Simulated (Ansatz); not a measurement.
C₄H₁₁GaO, SMILES `C[C](C)([GaH2])CO` at its PBE0-D4/def2-TZVP geometry, where that method's forces vanish. The species carries charge 0 and has multiplicity 1.

```csv
atom,x (Å),y (Å),z (Å)
C1,-0.006,-1.158,1.195
C2,0.052,0.075,0.304
C3,-0.009,1.347,1.131
Ga4,1.511,-0.075,-1.096
C5,-1.044,0.034,-0.744
O6,-0.472,-0.742,-1.835
H7,0.854,-1.201,1.870
H8,-0.911,-1.154,1.819
H9,-0.007,-2.084,0.614
H10,0.813,1.385,1.850
H11,0.055,2.246,0.511
H12,-0.940,1.408,1.712
H13,1.790,1.197,-1.993
H14,2.471,-1.320,-1.147
H15,-1.971,-0.454,-0.416
H16,-1.277,1.041,-1.106
H17,-0.907,-0.548,-2.669
```

(1) For each bond, give half the difference of the two atoms' forces along it (eV/Å; positive pushes the atoms apart) under PBE-D4, r2SCAN-D4, B3LYP-D4, ωB97M-V in def2-TZVPP. (An estimate is asked.)

Results:

(1) Ansatz gave: 
```
   bond  length (Å)  PBE-D4  r2SCAN-D4  B3LYP-D4  ωB97M-V
  C1–C2       1.523   -0.01       0.09      0.12     0.15
  C1–H7       1.093    0.10      -0.04     -0.08    -0.07
  C1–H8       1.099    0.12      -0.02     -0.06    -0.08
  C1–H9       1.093    0.09      -0.04     -0.08    -0.06
 C2–Ga4       2.028    0.13       0.00      0.13    -0.09
  C2–C5       1.517   -0.02       0.02      0.06     0.08
 C3–H10       1.093    0.10      -0.03     -0.07    -0.07
 C3–H11       1.094    0.09      -0.04     -0.07    -0.07
 C3–H12       1.099    0.12      -0.02     -0.06    -0.09
Ga4–H14       1.573    0.00      -0.08     -0.09    -0.09
  C5–O6       1.456    0.34       0.37      0.35     0.26
 C5–H15       1.098    0.09      -0.06     -0.16    -0.16
 C5–H16       1.095    0.05      -0.09     -0.14    -0.12
 O6–H17       0.961    0.34       0.00     -0.09    -0.12
```

B3LYP here is the variant with VWN-RPA as its local correlation; programs differ in this.
